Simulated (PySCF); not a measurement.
Al(OH)(SH)2 (AlH₃OS₂), SMILES [OH][Al]([SH])[SH]. The structure is a stationary point at B3LYP-D3(BJ)/def2-SVP. The values are those of a single conformer.

Computed equilibrium geometry at B3LYP-D3(BJ)/def2-SVP (PySCF confirms it by a frequency run) as bond lengths and angles, and its point group (one conformer of several):
point group Cs.
Atoms: Al1 O2 H3 S4 H5 S6 H7. Bond lengths (Å): Al1–O2 1.698, Al1–S4 2.183, Al1–S6 2.189, O2–H3 0.961, S4–H5 1.355, S6–H7 1.354. Bond angles (°): O2–Al1–S4 117.2, O2–Al1–S6 122.0, S4–Al1–S6 120.8, Al1–O2–H3 128.7, Al1–S4–H5 92.4, Al1–S6–H7 93.6.
Charge 0, spin multiplicity 1.
